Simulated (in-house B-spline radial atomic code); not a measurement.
Results of a calculation; reference values are marked as such.
# P in an electron gas of r_s = 2.67: phase shifts, screening, friction and resistivity

A nucleus sits in a uniform electron gas with a rigid positive background. The Kohn-Sham equations are solved self-consistently in the spin-unpolarised LDA (PW92), non-relativistic, on B-splines with outgoing waves at the boundary and partial waves to l = 8. The model has no lattice, no bands and no magnetic solution. Atomic units; δ_l are the phase shifts at the Fermi level, counted so that each bound state adds π, and good to about 0.0005.

The density parameter is r_s = 2.67 bohr, near that of the valence electrons of Cu (1 per atom, density 8.96 g/cm³, mass 63.55 u, which gives r_s = 2.67).

| l | δ_l (rad) |
| --- | --- |
| 0 | 7.6644 |
| 1 | 4.9282 |
| 2 | 0.1931 |
| 3 | 0.0190 |
| 4 | 0.0019 |
| 5 | 0.0004 |
| 6 | 0.0002 |
| 7 | 0.0002 |
| 8 | 0.0002 |

Bound levels below the band bottom (hartree): s -75.59, s -5.891, p -4.136, s -0.1811.

**Question.** Check the Friedel sum rule, and say where the screening charge sits.

**Answer.** k_F = (9π/4)^(1/3)/r_s = 0.71879. The rule is Z = (2/π) Σ (2l + 1) δ_l. The terms are s 4.879, p 9.412, d 0.615, f 0.085 and 0.019 beyond, in all 15.010 against Z = 15. Bound states hold 6 s, 6 p, 0 d electrons, so the scattering states carry 3.01 in all; where a term is smaller than its bound count, the bound level has drawn weight out of the band.

**Question.** Find the transport cross section and the electronic stopping of a 5 keV P ion (mass 30.97 u).

**Answer.** σ_tr = (4π/k_F²) Σ (l + 1) sin²(δ_l − δ_(l+1)). The terms for l = 0 to 3 are 0.1555, 1.9990, 0.0900, 0.0012, all together 2.2457, so σ_tr = 24.323 × 2.2457 = 54.621 bohr². With n = 3/(4π r_s³) = 0.01254, the friction coefficient is Q = n k_F σ_tr = 0.4924. For v well below v_F = 0.719, dE/dx = Q v; with 24801 eV per u at v = 1, v = √(5000/(24801 × 30.97)) = 0.0807, so dE/dx = 0.03973 hartree/bohr = 20.4 eV/nm. The largest term couples the p and d waves.

**Question.** What residual resistivity would 1 atomic per cent of such centres give in Cu?

**Answer.** Δρ = k_F n_i σ_tr/n in atomic units of 21.74 μΩ·cm. With one host atom per 1 electron, n_i/n = 0.01/1, so Δρ = 0.7188 × 0.01000 × 54.621 × 21.74 = 8.54 μΩ·cm. This is an atom added to the gas, as on an interstitial site.

**Question.** On a substitutional site the background of one host ion, a sphere holding 1 charge, is taken out. The phase shifts for l = 0 to 4 become 7.5521, 4.6499, 0.0867, 0.0073, 0.0009. What follows?

**Answer.** The Friedel sum is now 14.01, for Z − 1 = 14. The sum in σ_tr is 2.0311, so σ_tr = 49.40 bohr² and Δρ = 7.72 μΩ·cm per atomic per cent, 0.90 times the value above. A real host ion scatters too, so this model doesn't give zero even for the host's own atom.
